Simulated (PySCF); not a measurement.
Ti⁷⁺: ionisation energy

Ti⁷⁺ [Ne] 3s2 3p3 (4S) → Ti⁸⁺ [Ne] 3s2 3p2 (3P), as a difference of total energies. Calculation: PySCF 2.14, in an uncontracted even-tempered set (19 s from 0.32 bohr⁻², ratio 2.5; 12 p from 0.42 bohr⁻², ratio 2.5; 5 d from 2.8 bohr⁻², ratio 2.7; 5 f from 4.2 bohr⁻², ratio 2.7); scalar relativity by spin-free X2C-1e. Correlated levels: outer shells: 1s2 frozen; virtual orbitals above 40 to 60 times the deepest correlated orbital energy dropped. The calculations carry no spin-orbit coupling.

| method | ionisation energy (eV) |
| --- | --- |
| UHF | 168.41 |
| LDA | 169.19 |
| PBE | 169.11 |
| PBE0 | 169.22 |
| r2SCAN | 169.55 |
| TPSSh | 169.28 |
| MN15 | 169.74 |
| MP2 (outer shells) | 168.98 |
| SCS-MP2 (outer shells) | 168.78 |

Question: How much does correlation contribute at MP2 (outer shells)?

Answer: 168.98 − (168.41) = 0.57 eV, measured against UHF.

A first-order spin-orbit estimate (lowest level to lowest level, LS coupling) adds -0.558 eV.

For comparison: 170.5 ± 0.4 eV (semi-empirical (NIST evaluation); NIST Atomic Spectra Database, ionization energies).
